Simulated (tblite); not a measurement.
Compound: C₆H₅B₂ (doublet state).
Atom-mapped SMILES: `[CH:1]#[C:2][C:3]1=[CH:4][BH:5][CH:6]=[CH:7][B:8]1` (hydrogens: H9 on C1; H10 on C4; H11 on B5; H12 on C6; H13 on C7)
Bond orders are those of one Lewis drawing.

Computed with GFN2-xTB (tblite), gas phase: L-BFGS steps from a force-field or distance-geometry start until the largest atomic force falls under 0.01 eV/Å.

Step 0: E = -479.6630 eV
```
atom  x, y, z in Å  |  force x, y, z in eV/Å
C1      3.3494   -1.0665   -0.0864   -1.662   0.482   0.045
C2      2.1786   -0.7233   -0.0532    1.807  -0.414  -0.047
C3      0.8123   -0.3303    0.0099    0.178  -2.739   0.993
C4      0.4368    0.8988   -0.4352   -2.315   0.677   0.188
B5     -1.0682    1.3577   -0.3772    0.281  -0.518   0.057
C6     -2.1370    0.3437    0.1831    1.043   1.705  -0.794
C7     -1.7666   -0.8719    0.6158    2.038  -2.902   0.913
B8     -0.2538   -1.3389    0.5816   -1.691   3.989  -1.362
H9      4.3615   -1.3616   -0.1212   -0.226   0.069  -0.003
H10     1.1727    1.5797   -0.8121    0.489  -0.017  -0.096
H11    -1.3886    2.4290   -0.7678    0.083  -0.259   0.114
H12    -3.1785    0.6386    0.2274   -0.043  -0.224   0.092
H13    -2.5229   -1.5543    1.0176    0.019   0.152  -0.101
```

Step 1: E = -480.0650 eV
```
atom  x, y, z in Å  |  force x, y, z in eV/Å
C1      3.3256   -1.0597   -0.0857    4.585  -1.354  -0.140
C2      2.2044   -0.7292   -0.0538   -4.391   1.267   0.190
C3      0.8148   -0.3694    0.0241    0.128  -0.126  -0.027
C4      0.4037    0.9085   -0.4325   -0.067  -1.069   0.525
B5     -1.0641    1.3503   -0.3764   -0.138   0.114  -0.102
C6     -2.1221    0.3680    0.1717    0.936  -1.050   0.315
C7     -1.7375   -0.9133    0.6288    0.494   0.326  -0.152
B8     -0.2779   -1.2819    0.5621   -0.949   2.630  -0.945
H9      4.3583   -1.3607   -0.1213   -0.865   0.285   0.010
H10     1.1797    1.5795   -0.8135   -0.086  -0.428   0.157
H11    -1.3875    2.4253   -0.7661    0.102  -0.282   0.118
H12    -3.1791    0.6353    0.2287    0.274  -0.273   0.061
H13    -2.5226   -1.5522    1.0162   -0.022  -0.038  -0.008
```

Step 2: E = -480.0753 eV
```
atom  x, y, z in Å  |  force x, y, z in eV/Å
C1      3.3670   -1.0720   -0.0870   -5.485   1.586   0.178
C2      2.1673   -0.7172   -0.0519    4.749  -1.508  -0.075
C3      0.8186   -0.4034    0.0354   -0.491   1.896  -0.708
C4      0.3755    0.9023   -0.4233    1.492  -1.248   0.316
B5     -1.0627    1.3457   -0.3771   -0.272   0.488  -0.195
C6     -2.0973    0.3742    0.1665   -0.031  -1.936   0.803
C7     -1.7069   -0.9433    0.6376   -2.108   1.820  -0.377
B8     -0.3105   -1.1998    0.5335    0.518   0.628  -0.351
H9      4.3441   -1.3561   -0.1212    1.222  -0.290  -0.075
H10     1.1843    1.5736   -0.8125   -0.613  -0.802   0.396
H11    -1.3851    2.4185   -0.7632    0.080  -0.207   0.082
H12    -3.1760    0.6291    0.2306    0.769  -0.381   0.031
H13    -2.5227   -1.5509    1.0149    0.169  -0.046  -0.027
```

Q: Estimate the geometry and energy of step 3. (The exact step hangs on the optimiser's Hessian estimate; all steps are aligned on step 2, rigid shifts and turns removed.)

A: E = -480.3743 eV, largest force 0.969 eV/Å
```
atom  x, y, z in Å  |  force x, y, z in eV/Å
C1      3.3440   -1.0654   -0.0862   -0.690   0.189   0.023
C2      2.1850   -0.7237   -0.0517    0.582  -0.274   0.053
C3      0.8148   -0.3822    0.0274    0.304   0.518  -0.277
C4      0.3927    0.8880   -0.4199    0.317  -0.147   0.050
B5     -1.0658    1.3511   -0.3790    0.041  -0.197   0.034
C6     -2.0976    0.3520    0.1756   -0.106  -0.280   0.148
C7     -1.7267   -0.9209    0.6319   -0.743   0.385  -0.007
B8     -0.3048   -1.1982    0.5317   -0.131   0.891  -0.359
H9      4.3513   -1.3576   -0.1217   -0.011   0.050  -0.024
H10     1.1781    1.5664   -0.8089   -0.322  -0.617   0.280
H11    -1.3844    2.4168   -0.7626    0.036  -0.095   0.042
H12    -3.1693    0.6260    0.2308    0.628  -0.367   0.047
H13    -2.5216   -1.5518    1.0149    0.093  -0.056  -0.011
```

The energy changes by -0.2990 eV. The first-order estimate −F·Δx gives -0.4936 eV and the mean of the old and new forces, exact on a quadratic surface, -0.2933 eV. The step makes an angle of 28° with the force vector and moves no atom by more than 0.030 Å.

What follows is the cost of the whole relaxation. Time: 0.15 s wall. Hardware: one thread, Intel Xeon at 2.60 GHz (x86_64), no GPU, shared host with 128 logical CPUs at a one-minute load of 10.
